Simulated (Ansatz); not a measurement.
Species: C$_{2}$H$_{6}$Be, charge 0, singlet. C2H6Be (SMILES [CH3][Be][CH3]).
B3LYP-D3(BJ)/def2-TZVP minimum from Ansatz (a quantum-chemistry and plane-wave program):
```
Be
C 1 1.6803
H 2 1.0952 1 112.05
H 2 1.0952 3 106.77 1 -123.03
H 2 1.0952 3 106.77 4 -113.93
C 1 1.6803 5 154.11 2 180.00
H 6 1.0952 1 112.05 5 60.00
H 6 1.0952 7 106.77 1 123.03
H 6 1.0952 7 106.77 8 113.93
```
Charge 0, spin multiplicity 1.

Total energies in hartree (Ansatz). Radicals and triplets start from unrestricted determinants; spin-orbit coupling is neglected. Correlated methods leave the cores frozen. No relativity. Where a partner has so few electrons that a lower coupled-cluster level is exact, that level stands in. The restricted determinant of Be ([Be], singlet) is unstable towards broken spin symmetry in at least one set run.

| species | HF/def2-TZVPP | CCSD(T)/def2-TZVPP | HF/def2-QZVPP | CCSD(T)/def2-QZVPP | CCSD(T)/def2-SVP | CCSDT(Q)/def2-SVP |
|---|---|---|---|---|---|---|
| 1: C2H6Be (SMILES [Be]([CH3])[CH3]) | -93.90329 | -94.36181 | -93.91039 | -94.39385 | -94.17162 | -94.17290 |
| 2: Be (singlet) | -14.57258 | -14.61767 | -14.57300 | -14.61856 | -14.59792 | -14.59792 |
| 3: C (triplet) | -37.69248 | -37.78103 | -37.69363 | -37.78651 | -37.71541 | -37.71574 |
| 4: H (doublet) | -0.49981 | -0.49981 | -0.49998 | -0.49998 | -0.49928 | -0.49928 |

Problem. Work out the atomisation energy (electronic, to ground-state atoms) in kcal/mol: take Hartree-Fock from def2-QZVPP, extrapolate the CCSD(T) correlation energy as X^-3 (X = 3, 4), and add CCSDT(Q) - CCSD(T) in def2-SVP. 1 hartree = 627.51 kcal/mol.

Solution. 
Species 1: correlation (64·(-0.48346) - 27·(-0.45852))/37 = -0.50166; step -0.00128; E1 = -93.91039 + (-0.50166) + (-0.00128) = -94.41333
Species 2: correlation (64·(-0.04556) - 27·(-0.04509))/37 = -0.04590; step +0.00000; E2 = -14.57300 + (-0.04590) + (+0.00000) = -14.61890
Species 3: correlation (64·(-0.09288) - 27·(-0.08855))/37 = -0.09604; step -0.00033; E3 = -37.69363 + (-0.09604) + (-0.00033) = -37.79000
Species 4: correlation (64·(0.00000) - 27·(0.00000))/37 = 0.00000; step +0.00000; E4 = -0.49998 + (0.00000) + (+0.00000) = -0.49998
-1·E1 +1·E2 +2·E3 +6·E4 = 1.21455 hartree = 762.1 kcal/mol.
